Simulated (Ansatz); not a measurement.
Basis-set extrapolation for CH4AlFO2S (PBE0-D4/def2-TZVP geometry, frozen core, Ansatz). Multiplicity 1, RHF reference.

```csv
,def2-TZVPP,def2-QZVPP
HF,-929.009063,-929.040794
MP2 correlation,-1.143753,-1.239545
CCSD(T) correlation,-1.222251,not run
```

Energies in hartree. Use E(X) = E(∞) + A·exp(−7.88·√X) for Hartree–Fock and E(X) = E(∞) + B·X^(−2.97) for correlation, with X = 3 and 4, and add CCSD(T) minus MP2 of the smaller set to the MP2 limit.

Q: What is the CCSD(T) energy at the basis-set limit?

A: HF limit: -929.040794 + (-0.031731) × 0.13774 = -929.04516. MP2 limit: -1.239545 + (-0.095792) × 0.74074 = -1.31050. Higher-order term: -1.222251 − (-1.143753) = -0.07850. Total: -930.43416 hartree, 532.6 kJ/mol below CCSD(T)/def2-TZVPP.
